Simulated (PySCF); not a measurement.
Gas-phase reaction: 4 HF + 2 GeCl2 → GeH3Cl + GeHCl3 + 4 F

Computed with PySCF and rigid-rotor harmonic-oscillator thermochemistry at 1 bar. † marks an energy on the PBE0/def2-TZVP geometry and frequencies; other levels use their own. MP2 and CCSD(T) freeze the core. 6-31G* has spherical d functions here. Open shells (unrestricted): F (multiplicity 2, electronic degeneracy 6); the rest are closed-shell singlets. Spin-orbit splitting is ignored; it lowers the true energy and changes the entropy of F. B3LYP is the form with VWN-RPA correlation. Ge: all electrons, no relativistic terms. MP2 isn't extrapolated to the basis-set limit; its ΔH°(298 K) is 1184.4 kJ in def2-SVP and 1330.0 kJ in def2-TZVPP. CCSD(T) isn't extrapolated to the basis-set limit; its ΔH°(298 K) is 1109.5 kJ in def2-SVP and 1226.8 kJ in def2-TZVPP. The harmonic model lacks anharmonicity and excited electronic states, which grow with temperature; levels with a mode under 35 cm⁻¹ are left out.

```
level                ΔE electronic, kJ  ΔH°(298 K), kJ  ΔS°(298 K), J/K  ΔG°(2500 K), kJ
-------------------  -----------------  --------------  ---------------  ---------------
B3LYP/def2-TZVP†                  1303            1283              -50             1331
BLYP/def2-TZVP†                   1386            1366              -50             1414
CCSD(T)/def2-SVP†                 1130            1109              -50             1158
CCSD(T)/def2-TZVPP†               1248            1227              -50             1275
HF/6-31G*                          619             599              -52              661
MP2/def2-TZVPP†                   1351            1330              -50             1379
PBE/def2-SVP                      1311            1292              -50             1338
PBE0/def2-SVP†                    1192            1172              -50             1220
PBE0/def2-TZVP                    1254            1233              -50             1282
r2SCAN/def2-TZVP†                 1253            1233              -50             1281
```
ΔH° is lowest at HF/6-31G* and highest at BLYP/def2-TZVP†. No reference value is set beside these.
